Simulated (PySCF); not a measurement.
# Telling isomers of C5H7NO2Si apart by NMR

Method: PBE0/pcSseg-1 with gauge-including orbitals, structure optimised with GFN2-xTB, in PySCF 2.14 (non-relativistic Hamiltonian, one conformer, equivalent nuclei averaged, in vacuum).

References, each an isolated molecule treated in the same way: 1H (σref 31.72), 13C (σref 186.93) vs TMS. Where no couplings were computed, multiplicities follow the n + 1 count of equivalent neighbours, and m marks all less simple cases (inequivalent or close neighbours, rings, F or P nearby). Acid and N–H amide carbonyl carbons lie up to 10 ppm further downfield in solution (hydrogen bonding). Shifts are as computed. Against solution values, carbons near 30 ppm lie about +3 ppm off and those near 130 ppm about +5 ppm. Of 1211 compounds with measured shifts, 218 miss one by over three times the rms of a fit or turn the order of signals round; such compounds aren't used in these exercises. OH and NH positions are gas-phase values without hydrogen bonding to other molecules.

(1) Tabulate the signals of `C=N[C@H]([SiH3])C(=C=O)C=O`, `C=C[C@@H](C=O)O[SiH2]C#N`, `O[Si@H]1OCc2cccn21`, `C=C(C#N)C[SiH2]OC=O`, `[H]/N=C(/CC#C[SiH3])C(=O)O` and their relative energies.

(2) What is the quickest way to tell C=N[C@H]([SiH3])C(=C=O)C=O from C=C[C@@H](C=O)O[SiH2]C#N?

(3) What is the quickest way to tell C=N[C@H]([SiH3])C(=C=O)C=O from C=C(C#N)C[SiH2]OC=O?

(4) What is the quickest way to tell O[Si@H]1OCc2cccn21 from C=C(C#N)C[SiH2]OC=O?

## Answers

(1) 
```json
{"SMILES": "C=N[C@H]([SiH3])C(=C=O)C=O", "carbon types": "2×C 2×CH 1×CH2", "δC": "205.9, 186.2, 155.3, 61.7, 59.7", "δH": "9.95 (s, 1H), 7.90 (d, 1H), 7.22 (d, 1H), 4.16 (q, 1H), 3.91 (d, 3H)", "E rel. (kcal/mol)": "109.2"}
{"SMILES": "C=C[C@@H](C=O)O[SiH2]C#N", "carbon types": "1×C 3×CH 1×CH2", "δC": "204.4, 135.2, 126.5, 125.5, 83.5", "δH": "9.77 (d, 1H), 6.19 (m, 1H), 6.00 (m, 1H), 5.92 (m, 1H), 5.42 (d, 1H), 5.29 (m, 1H), 5.04 (d, 1H)", "E rel. (kcal/mol)": "80.1"}
{"SMILES": "O[Si@H]1OCc2cccn21", "carbon types": "1×C 3×CH 1×CH2", "δC": "141.6, 121.6, 119.4, 107.2, 67.5", "δH": "6.70 (m, 1H), 6.65 (m, 1H), 6.22 (m, 1H), 5.39 (m, 1H), 5.33 (m, 1H), 4.90 (s, 1H), 2.72 (br s, 1H)", "E rel. (kcal/mol)": "0.0"}
{"SMILES": "C=C(C#N)C[SiH2]OC=O", "carbon types": "2×C 1×CH 2×CH2", "δC": "165.0, 138.5, 123.9, 123.6, 25.9", "δH": "8.04 (s, 1H), 6.16 (m, 1H), 6.02 (m, 1H), 5.13 (t, 2H), 2.32 (t, 2H)", "E rel. (kcal/mol)": "59.0"}
{"SMILES": "[H]/N=C(/CC#C[SiH3])C(=O)O", "carbon types": "4×C 1×CH2", "δC": "169.1, 163.7, 112.6, 84.9, 31.0", "δH": "12.30 (br s, 1H), 6.34 (br s, 1H), 4.20 (s, 3H), 3.80 (s, 2H)", "E rel. (kcal/mol)": "102.2"}
```

Energies are electronic energies at PBE0/pcSseg-1 on these geometries, without zero-point or thermal terms, each for the one conformer computed, which needn't be the lowest.

(2) Both give the same number of carbon signals, but DEPT or the intensities differ. The first has a central carbon of a ketene (C) at 205.9 ppm, the second a nitrile carbon (C) at 126.5 ppm. Their most deshielded carbons lie at 205.9 and 204.4 ppm.

(3) Both give the same number of carbon signals, but DEPT or the intensities differ. The first has a central carbon of a ketene (C) at 205.9 ppm, the second a fully substituted alkene carbon (C) at 123.9 ppm. Their most deshielded carbons lie at 205.9 and 165.0 ppm. In the proton spectra the most deshielded non-exchanging signals are 9.95 (s, 1H) and 8.04 (s, 1H).

(4) Both give the same number of carbon signals, but DEPT or the intensities differ. The first has an aromatic CH at 107.2 ppm, the second a terminal =CH2 carbon at 138.5 ppm. Their most deshielded carbons lie at 141.6 and 165.0 ppm. In the proton spectra the most deshielded non-exchanging signals are 6.70 (m, 1H) and 8.04 (s, 1H).
